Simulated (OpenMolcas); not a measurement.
A calculation on W I.

- Program: OpenMolcas
- Method: CASSCF
- Basis: ANO-RCC-VTZP [8s7p5d3f2g1h]
- Scalar Hamiltonian: DKH2, point nucleus
- Active space: 6 electrons in 11 orbitals (5d 6s 6d)
- State averaging: 2S+1 = 5 even, 23 roots (14 in the spin-orbit step); 2S+1 = 7 even, 1 root kept (CI in the orbitals of an earlier block); 2S+1 = 3 even, 5 roots kept (CI in the orbitals of an earlier block); 2S+1 = 1 even, 1 root kept (CI in the orbitals of an earlier block, 0 in the spin-orbit step)
- Spin-orbit coupling: state interaction with AMFI integrals over the reference wave functions, term energies averaged over their components

Question: Which level of the active space comes out lowest?

Answer: 5d⁵ 6s ⁷S₃, with 100 % of that term.

Question: How high does 5d⁴ 6s² ⁵D₄ lie?

Answer: 10871 cm⁻¹ above the lowest level.

Question: How high does 5d⁴ 6s² ⁵D₂ lie?

Answer: 7105 cm⁻¹ above the lowest level.

Question: How high does 5d⁴ 6s² ⁵D₃ lie?

Answer: 8582 cm⁻¹ above the lowest level.

Some high roots are left out of the spin-orbit mixing, which shifts the levels that they would mix with. Without dynamic correlation excited terms often stand tens of per cent too high (terms of higher spin than the ground term too low), and those without a measured partner can miss by more than the paired ones. Terms from blocks run as CI alone lack orbitals of their own. The lowest computed level is not the ground level that NIST lists (5D0). Active for correlation alone: 6d; no level in the range computed is led by a configuration that fills it, so any true level of that kind is missing. Levels of configurations outside the active space are missing.
